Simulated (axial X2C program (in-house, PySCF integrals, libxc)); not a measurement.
**Worked dissociation energy of Sn₂⁺: PBE0, scalar-relativistic**

All values were computed with an in-house all-electron X2C program for linear molecules (integrals from PySCF). Spin-free means the one-electron spin-free X2C Hamiltonian. Basis: Sn dyall-cv3z [11s12p9d4f1g] (cores contracted in-house); Gaussian nuclei, density fitting, unrestricted open shells. Masses: Sn 119.902 u.

Molecular state: M_S = 3/2, Λ = 0 (beyond evenly filled blocks: σα, π+α, π-α).

- E(Sn+) (2M_S = 1, M_L = 0): -6175.945781 hartree
- E(Sn) (2M_S = 2, M_L = 0): -6176.214530 hartree
- E(Sn₂⁺) at Re: -12352.264389 hartree
- ωe: 172.4 cm⁻¹
- ωexe: 0.36 cm⁻¹

Task: Work out De and D0.

Result: De = -6175.945781 + (-6176.214530) − (-12352.264389) = 0.10408 hartree = 2.832 eV. The zero-point energy is ωe/2 − ωexe/4 = 86 cm⁻¹ = 0.011 eV, so D0 = 2.821 eV.

The state is a single determinant with fixed occupations, the lowest that a limited PBE0 search found. De is counted from the lowest determinant-based energies of the atoms at the same level, without counterpoise correction. PBE0 can misorder states that lie within some tenths of an eV, so this need not be the ground state of the molecule. The nearest other spin-free determinant of the search, M_S = 1/2, Λ = 0, lies 0.41 eV up at the distance of the search. Spin-free De lacks the spin–orbit lowering of the heavy p-block atom, a tenth of an eV or more for 4p and 5p, up to an eV for 6p and one to two eV for 7p atoms, less what an open-shell molecule gains itself.

Each atomic determinant is the lowest at this level and need not be a pure term. Totals compare only within one Hamiltonian and basis.
